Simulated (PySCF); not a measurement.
H$_{6}$GeSi, triplet, at the geometry of the source list (a higher spin typed on purpose: for a closed-shell molecule this is an excited state). Base run: M062X/6-31G (PySCF).

The PySCF input:
```python
from pyscf import gto, scf, dft, solvent

mol = gto.M(
    atom='''
Si   -1.209200    0.123700    0.017900
Ge    1.109300   -0.111600   -0.015500
H    -1.791100   -0.706700    1.072800
H    -1.579800    1.517800    0.265200
H    -1.781000   -0.289200   -1.264500
H     1.612900   -1.428100   -0.529700
H     1.848200    0.882800   -0.862400
H     1.790700    0.011300    1.316200
''',
    basis='6-31g',
    charge=0,
    spin=2,
    verbose=4,
)

mf = dft.UKS(mol)
mf.xc = 'm062x'
mf.kernel()
```

Each row names what was changed in the base input (with any setting that the change needs).

| change | ΔE vs base (kJ/mol) | dipole (D) |
|---|---|---|
| base | 0.00 | 0.74 |
| model = IEF-PCM; solvent = water; vdw_scale = 1.4 | -6.09 | 1.26 |
| model = IEF-PCM; solvent = water; r_probe = 0.5 | -5.52 | 1.23 |
| model = ddCOSMO; solvent = water | -12.08 | 1.39 |
| model = IEF-PCM; solvent = water; vdw_scale = 1.0 | -16.88 | 1.38 |
| model = COSMO; solvent = water | -9.70 | 1.39 |
| model = IEF-PCM; solvent = chloroform | -6.49 | 1.13 |
| model = C-PCM; solvent = water | -9.77 | 1.40 |
| model = IEF-PCM; solvent = water; vdw_scale = 1.1 | -12.35 | 1.40 |
| model = IEF-PCM; solvent = dichloromethane | -7.95 | 1.24 |
| model = IEF-PCM; solvent = water | -9.68 | 1.39 |
| model = IEF-PCM; solvent = water; lebedev_order = 11 | -9.44 | 1.36 |

The base is the gas phase, so ΔE is the electrostatic part of solvation at a fixed geometry, without cavity and dispersion terms.

Open shells are given as the SCF converged; they aren't shown to be the lowest states, and a large step between rows can be another state.
